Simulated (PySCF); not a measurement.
From one molecule to another.

First species: C9H13P.
SMILES: `CCc1ccc(C)pc1C`

Second species: C6H4N2O.
SMILES with atom numbers: `[CH:1]#[C:2][C:3](=[O:4])/[N:5]=[C:6](/[CH3:7])[C:8]#[N:9]` (hydrogens: H10 on C1; H11, H12, H13 on C7)

Levels: PBE0/pcSseg-1 for dipole moment, HOMO energy, LUMO energy and HOMO–LUMO gap; GFN2-xTB for rotational constant A and rotational constant C. Geometries: GFN2-xTB. All species are isolated and taken at one optimised geometry, non-relativistic unless stated; the electronic structure was computed with PySCF and density fitting.

The conformers computed, where there is a choice (atom-mapped SMILES and torsion angles):
- `[CH3:1][CH2:2][c:3]1[cH:4][cH:5][c:6]([CH3:7])[p:8][c:9]1[CH3:10]`: C1–C2–C3–C4 -85°
- `[CH:1]#[C:2][C:3](=[O:4])/[N:5]=[C:6](/[CH3:7])[C:8]#[N:9]`: C2–C3–N5–C6 -101°

| property | column X | column Y |
| --- | --- | --- |
| dipole moment | 4.55 D | 1.72 D |
| HOMO energy | -8.28 eV | -6.68 eV |
| LUMO energy | -2.67 eV | -1.19 eV |
| HOMO–LUMO gap | 5.61 eV | 5.49 eV |
| rotational constant A | 2.446 GHz | 2.023 GHz |
| rotational constant C | 1.029 GHz | 0.627 GHz |

Q: Which column belongs to which species?

A: Column X is the second species and column Y the first. The first has 23 atoms and 82 electrons, the second 13 and 62.

Q: How does each property change from the first species to the second?

A: dipole moment +2.83 D; HOMO energy -1.60 eV; LUMO energy -1.48 eV; HOMO–LUMO gap +0.12 eV; rotational constant A +0.423 GHz; rotational constant C +0.402 GHz.

On the first: In atomic units the dipole is 0.68 e·bohr (1 au = 2.5417 D). A dipole of 1.72 D is allowed in C1, and pure rotational transitions are dipole-allowed.

On the second: In atomic units the dipole is 1.79 e·bohr (1 au = 2.5417 D). A dipole of 4.55 D is allowed in C1, and pure rotational transitions are dipole-allowed.
